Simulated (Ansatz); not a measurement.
`[F][Ti]([F])([F])[Br]` + H₂O → `[OH][Ti]([F])([F])[Br]` + H–F at 700 K and 1 bar (formal hydrolysis of a Ti–F bond).

Calculated with Ansatz (gas phase, PBE0-D4/def2-TZVP geometries, no zero-point term in ΔE). CCSD(T)/CBS adds triple-zeta CCSD(T) − MP2 to the extrapolated MP2 energy (def2 sets, frozen cores). This one scheme is used for every species. For Br, Ti outer-core shells are correlated without core-valence functions, which leaves a few kJ/mol of doubt a bond. Scalar relativity is left out up to krypton. Each species was taken in one conformer, which may not be the lowest.

```json
{"species": "`[F][Ti]([F])([F])[Br]`", "CCSD(T)/CBS energy (Eh)": "-3721.88725", "H − E (kJ/mol)": "80.0", "S (J/(mol·K))": "423.1"}
{"species": "H₂O", "CCSD(T)/CBS energy (Eh)": "-76.37941", "H − E (kJ/mol)": "80.5", "S (J/(mol·K))": "218.4"}
{"species": "`[OH][Ti]([F])([F])[Br]`", "CCSD(T)/CBS energy (Eh)": "-3697.85928", "H − E (kJ/mol)": "115.4", "S (J/(mol·K))": "461.3"}
{"species": "H–F", "CCSD(T)/CBS energy (Eh)": "-100.39570", "H − E (kJ/mol)": "45.2", "S (J/(mol·K))": "198.5"}
```

H − E and S are ideal-gas, rigid-rotor, harmonic terms from PBE0-D4/def2-TZVP, for one conformer and one mirror image of each species. 1 Eh = 2625.50 kJ/mol, R = 8.31446 J/(mol·K).

Question: By hand: ΔE, ΔH, ΔS and ΔG.

Answer: ΔE = (-3697.85928) + (-100.39570) − (-3721.88725) − (-76.37941) = 0.01168 Eh = 30.7 kJ/mol. Δ(H − E) = 115.4 + 45.2 − 80.0 − 80.5 = 0.1, so ΔH = 30.8 kJ/mol. ΔS = 461.3 + 198.5 − 423.1 − 218.4 = 18.3 J/(mol·K). ΔG = 30.8 − 700 × (18.3)/1000 = 18.0 kJ/mol.

Question: By hand: the equilibrium constant, and the temperature at which ΔG would vanish if ΔH and ΔS stayed fixed.

Answer: log₁₀ K = −ΔG/(RT ln 10) = -1.3. ΔG = 0 at ΔH/ΔS = 1683 K, though so small a ΔS makes that figure unsure.

TΔS isn't small against ΔH here. A doubt of 5 kJ/mol in ΔE shifts log₁₀ K by 0.4 here. Other conformers and mirror images would add mixing entropy, several J/(mol·K) or more a flexible species. These are equilibria of isolated gas molecules and say nothing of rates. Largest T1 diagnostic: 0.022 (customary marks: 0.02 for closed shells, 0.045 for open ones).
